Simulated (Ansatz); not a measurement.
Consider the ligand exchange at a Zn–C bond: `[SiH3]C1N=[C]1[ZnH]` + `[SH][GaH2]` → `[ZnH][S][GaH2]` + `[SiH3]C1C=N1`.

Calculated with Ansatz (gas phase, PBE0-D4/def2-TZVP geometries, no zero-point term in ΔE). CCSD(T)/CBS adds triple-zeta CCSD(T) − MP2 to the extrapolated MP2 energy (def2 sets, frozen cores). Functionals use def2-TZVPP. B3LYP here is the variant with VWN-RPA as its local correlation; programs differ in this. For Ga, Zn outer-core shells are correlated without core-valence functions, which leaves a few kJ/mol of doubt a bond. Scalar relativity is left out up to krypton.

```
             level  ΔE (kJ/mol)  difference from CCSD(T)/CBS
            PBE-D4        -77.6                          7.2
         r2SCAN-D4        -82.6                          2.2
           ωB97X-V        -77.6                          7.2
            B2PLYP        -77.7                          7.1
               PBE        -77.4                          7.4
            r2SCAN        -82.9                          1.9
              PBE0        -81.5                          3.3
             B3LYP        -76.7                          8.1
     HF/def2-TZVPP        -85.9                         -1.1
    MP2/def2-TZVPP        -76.6                          8.2
SCS-MP2/def2-TZVPP        -75.1                          9.7
   CCSD/def2-TZVPP        -75.4                          9.4
     HF/def2-QZVPP        -86.9                         -2.1
    MP2/def2-QZVPP        -82.6                          2.2
SCS-MP2/def2-QZVPP        -80.8                          4.0
      HF/CBS(def2)        -87.0                         -2.2
       CCSD(T)/CBS        -84.8                            0
```

Largest T1 diagnostic among the species: 0.015.

In def2-TZVPP, CCSD(T) changes the Hartree–Fock value by +10.8 kJ/mol (the triples alone add +0.4 kJ/mol) and MP2 by +9.2 kJ/mol. From PBE to PBE0 (25 % exact exchange), in def2-TZVPP and without D4, ΔE moves by −4.1 kJ/mol.
